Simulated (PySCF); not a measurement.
B(GeH3)3, H9BGe3, SMILES [GeH3][B]([GeH3])[GeH3], singlet (CAM-B3LYP/def2-SVP optimised geometry):

```
13

B      0.283     0.301     0.000
Ge    -1.536     0.694    -0.886
H     -1.821    -0.181    -2.119
H     -2.614     0.372     0.170
H     -1.713     2.170    -1.285
Ge     1.296     1.817     0.961
H      2.181     2.486    -0.112
H      0.369     2.903     1.534
H      2.225     1.326     2.084
Ge     1.075    -1.603     0.000
H      0.619    -2.267     1.315
H      0.589    -2.486    -1.162
H      2.614    -1.603     0.000
```

Level of theory: CAM-B3LYP/def2-TZVP (PySCF 2.14.0).

**Question.** What are the frontier orbital energies and the dipole moment?

**Answer.** HOMO-2 -10.70 eV, HOMO-1 -9.18 eV, HOMO -9.17 eV, LUMO -1.88 eV, LUMO+1 1.29 eV; dipole moment 0.07 D.

On the same geometry PBE/def2-TZVP in PySCF gives HOMO-2 -8.03 eV, HOMO-1 -6.77 eV, HOMO -6.76 eV, LUMO -3.91 eV, LUMO+1 -0.27 eV; dipole moment 0.03 D.

Meta-Löwdin charges at CAM-B3LYP/def2-TZVP: B1 -0.25, Ge2 0.24, H3 -0.06, H4 -0.04, H5 -0.06, Ge6 0.24, H7 -0.05, H8 -0.06, H9 -0.06, Ge10 0.24, H11 -0.05, H12 -0.06, H13 -0.06.
